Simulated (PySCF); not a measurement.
**Polarisability and C₆ of Lu⁺ (lutetium, charge +1)**

[Xe] 4f14 6s2, closed-shell 1S. Calculation: PySCF 2.14, in ANO-RCC-VTZP (8s7p5d3f2g1h, 104 functions); the spin-free X2C one-electron Hamiltonian (Gaussian nucleus). Coupled (time-dependent) response in atomic units; α is the mean over directions. The basis has no added diffuse functions, which lowers α and C₆.

```tsv
method	mean α (bohr³)	C₆ (like pair)	S(−4)
PW91	57.60	559.9	1382
```

S(−4) is the Cauchy moment in α(ω) = α(0) + S(−4) ω² + …

α(iu) at PW91:

```
u (hartree)  α(iu) (bohr³)
          0          57.60
     0.0500          54.35
      0.100          46.64
      0.200          30.51
      0.300          20.23
      0.500          10.93
      0.750          6.662
       1.00          4.748
       1.50          2.957
       2.00          2.092
       3.00          1.265
       5.00         0.6574
```

A single London oscillator, α(iu) = α/(1 + u²/ω²), gives C₆ = (3/4) ω α². Matching the computed C₆ needs ω = 4 × 559.9 / (3 × 57.60²) = 0.225 hartree.

For an ion, C₆ is the dispersion term alone; charge-induced terms of lower order in 1/R come first.

Spin-orbit coupling, which splits the p, d and f shells strongly at this Z, is absent.
